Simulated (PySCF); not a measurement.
**Static response to an electric field**

Acetylacetone, C5H8O2.
Numbering: `[CH3:1][C:2](=[O:3])/[CH:4]=[C:5](\[CH3:6])[OH:7]` (hydrogens: H8, H9, H10 on C1; H11 on C4; H12, H13, H14 on C6; H15 on O7)

Cartesian coordinates in Å at the PBE0-D3(BJ)/def2-SVP level; atoms count from 1:
```
atom  x, y, z in Å
C1     2.223   -0.062    1.145
C2     0.960   -0.475    0.420
O3     0.757   -1.643    0.135
C4     0.034    0.612    0.098
C5    -1.159    0.440   -0.531
C6    -1.723   -0.858   -0.994
O7    -1.964    1.472   -0.808
H8     2.846   -0.946    1.324
H9     2.786    0.675    0.550
H10    1.977    0.418    2.106
H11    0.325    1.628    0.388
H12   -2.777   -0.722   -1.269
H13   -1.161   -1.223   -1.867
H14   -1.605   -1.630   -0.223
H15   -1.554    2.290   -0.500
```

Level: B3LYP/def2-SVPD (PySCF), static field, nuclei fixed, core orbitals frozen in the response. The polarisability tensor in these axes (au):

```
x   86.26 -5.29 18.32
y   -5.29 73.96  1.02
z   18.32  1.02 59.24
```

**Question.** What are the eigenvalues, a third of the trace, and Δα (Δα² = ½Σ(αi − αj)² over the three pairs)?

**Answer.** Principal values 49.54, 73.59 and 96.33 au; mean 73.15 au = 10.84 Å³ = 12.06 × 10⁻⁴⁰ C²·m²/J; Δα = 40.53 au (55 % of the mean).

**Question.** What is the dipole moment, and where does it point?

**Answer.** (-0.22, 3.35, 0.35) D, 3.38 D in size, pointing from the negative to the positive side. Measured along this direction, the outermost atoms are O3 at the negative end and H15 at the positive end.

**Question.** Find the Langevin capture rate constant for H3+ (3.023 u) meeting this molecule (100.052 u), k = 2.342 × 10⁻⁹ cm³/s × √(α in Å³ / reduced mass in u).

**Answer.** The reduced mass is 2.93 u, so k = 4.50 × 10⁻⁹ cm³/s. The formula leaves out the permanent dipole, which adds to the capture rate.

**Question.** In a dilute gas of rigid molecules at 400 K, how does the orientational term μ²/3kT compare with the electronic polarisability?

**Answer.** In Gaussian units μ²/3kT = 68.76 Å³ against 10.84 Å³, a ratio of 6.34; the Debye molar polarisation (4π/3)N_A(α + μ²/3kT) is 200.8 cm³/mol, leaving out the vibrational part.

**Question.** Sum over states: ᾱ = Σ f/ω², ω in Eh. What share falls to these 10 lowest TDDFT singlets (eV, f)? 3.94, 0.0002; 5.37, 0.3219; 5.71, 0.0008; 5.96, 0.0557; 6.55, 0.0022; 6.71, 0.0043; 6.79, 0.0026; 7.05, 0.0080; 7.10, 0.0106; 7.14, 0.0236.

**Answer.** They add up to 10.21 au, 14.0 % of the 73.15 au; the largest single term is 8.25 au, from the state at 5.37 eV. Terms in order: 0.01, 8.25, 0.02, 1.16, 0.04, 0.07, 0.04, 0.12, 0.16, 0.34 au. Higher excitations give the rest. The strengths listed sum to 0.430.

The structure is a single PBE0-D3(BJ)/def2-SVP conformer in the gas phase; no vibrational or solvent corrections.
